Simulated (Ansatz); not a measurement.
Relaxation of BrFH6Si2 (10 atoms, charge 0, multiplicity 1), to a largest force component of 0.03 eV/Å in at most 50 steps.

These are results of RHF/def2-SVP in Ansatz, not measurements.

```xyz
10
Properties=species:S:1:pos:R:3
Si -0.305 -1.094 -0.264
Br 1.918 -1.666 -0.390
H -0.944 -1.873 -1.345
H -0.820 -1.561 1.032
Si -0.577 1.211 -0.707
H 1.748 -0.208 2.003
F 0.939 0.149 2.151
H -0.092 2.060 0.398
H 0.156 1.531 -1.954
H -2.025 1.452 -0.923
```

Where does it end, and by what steps?

The forces met the threshold. After 8 steps the energy has fallen by 0.057 eV; F7 moved furthest, 0.40 Å.

| step | energy less start (eV) | largest force component (eV/Å) | accepted |
| --- | --- | --- | --- |
| 0 | 0.0000 | 0.525 | yes |
| 1 | -0.0198 | 1.325 | yes |
| 2 | -0.0458 | 0.574 | yes |
| 3 | -0.0527 | 0.123 | yes |
| 4 | -0.0546 | 0.042 | yes |
| 5 | -0.0555 | 0.078 | yes |
| 6 | -0.0562 | 0.060 | yes |
| 7 | -0.0562 | 0.179 | no |
| 8 | -0.0569 | 0.021 | yes |

```xyz
10
Properties=species:S:1:pos:R:3
Si -0.353 -1.114 -0.347
Br 1.870 -1.594 -0.292
H -0.912 -1.930 -1.446
H -0.921 -1.563 0.936
Si -0.613 1.200 -0.757
H 1.781 -0.243 2.007
F 1.166 0.238 2.463
H -0.045 1.980 0.359
H 0.083 1.531 -2.022
H -2.058 1.495 -0.902
```

Whether the end is a true minimum wasn't checked by a vibrational analysis.

The run took 16 s on 2 threads of AMD EPYC 7R13 Processor (Zen 3), with other jobs on the host, peak memory 0.27 GiB.
